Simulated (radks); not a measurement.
Question: These are the eigenvalues of the occupied orbitals of an atom or ion with whole-number occupations (Ry). Method: scalar-relativistic Kohn-Sham, PBE, spin-polarised, spherical densities, finite nucleus; Fermi nuclear charge, rms radius of each element as measured or else 0.836 A^(1/3) + 0.57 fm; computed with a radial shooting solver on a logarithmic mesh with Libxc functionals.

orbital  eigenvalue
1s down   -4798.936
1s up     -4798.936
2s up     -822.4267
2s down   -822.4237
2p up     -722.5418
2p down   -722.5395
3s up     -188.9411
3s down   -188.9409
3p up     -159.0874
3p down   -159.0871
3d up     -123.7131
3d down   -123.7116
4s up     -39.66714
4s down   -39.66547
4p up     -29.87117
4p down   -29.86970
4d up     -17.20032
4d down   -17.19836
5s up      -6.94203
5s down    -6.90772
5p up      -4.61691
5p down    -4.56880
4f up      -3.24792
4f down    -3.23970
5d up      -2.02294

Which element is it, and in what charge state? The configuration may be excited. Open shells, if any, are filled with parallel spins first.

Answer: Z = 72, hafnium, charge +3: Hf3+ in [Xe] 4f14 5d1. The list shows which subshells hold electrons but not how many an open one holds; the 1s level, -2399.5 hartree, gives Z - s = 69.3 by -(Z - s)^2/2, which with screening and relativity narrows Z to a few neighbours, and the depths of the outer levels then fix element, charge and occupations together.
